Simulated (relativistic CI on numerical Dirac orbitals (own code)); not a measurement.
# Inner-shell lines of Hg44+

Method of calculation: Dirac-Coulomb-Breit CI, orbitals from a KLI potential per configuration, QED by a radiative potential, unscaled Slater integrals (own radial code, finite nucleus).

CI space (outside the closed core [Ne] 3s2 3d10 4s2 4p6): 3p6, 3p5 4d, 3p5 5s, 3p5 5d. Levels of other configurations are missing.

The table holds the strongest lines. The upper levels have an inner-shell vacancy. Auger decay, open to those above the ionisation limit, is not computed, and radiative decays to configurations outside the model are missing too. Absolute energies can be off by a few tenths of a per cent, so close lines can change order. LS names give the leading component, which can be well under half, for lower levels too. Brackets number the levels in order of energy.

```json
{"E (eV)": "2753.6", "Upper": "3p5 4d 3P°_1 [3]", "Lower": "3p6 1S_0 [1]", "A (s⁻¹)": "7.38e+12", "gA (s⁻¹)": "2.21e+13"}
{"E (eV)": "2785.9", "Upper": "3p5 4d 1P°_1 [8]", "Lower": "3p6 1S_0 [1]", "A (s⁻¹)": "1.38e+14", "gA (s⁻¹)": "4.14e+14"}
{"E (eV)": "3203.3", "Upper": "3p5 4d 3D°_1 [11]", "Lower": "3p6 1S_0 [1]", "A (s⁻¹)": "6.15e+13", "gA (s⁻¹)": "1.85e+14"}
{"E (eV)": "3434.4", "Upper": "3p5 5s 1P°_1 [15]", "Lower": "3p6 1S_0 [1]", "A (s⁻¹)": "1.06e+13", "gA (s⁻¹)": "3.18e+13"}
{"E (eV)": "3638.8", "Upper": "3p5 5d 3P°_1 [17]", "Lower": "3p6 1S_0 [1]", "A (s⁻¹)": "3.55e+12", "gA (s⁻¹)": "1.07e+13"}
{"E (eV)": "3652.9", "Upper": "3p5 5d 1P°_1 [22]", "Lower": "3p6 1S_0 [1]", "A (s⁻¹)": "7.05e+13", "gA (s⁻¹)": "2.11e+14"}
{"E (eV)": "3880.7", "Upper": "3p5 5s 3P°_1 [25]", "Lower": "3p6 1S_0 [1]", "A (s⁻¹)": "3.53e+12", "gA (s⁻¹)": "1.06e+13"}
{"E (eV)": "4087.0", "Upper": "3p5 5d 3D°_1 [27]", "Lower": "3p6 1S_0 [1]", "A (s⁻¹)": "3.40e+13", "gA (s⁻¹)": "1.02e+14"}
```
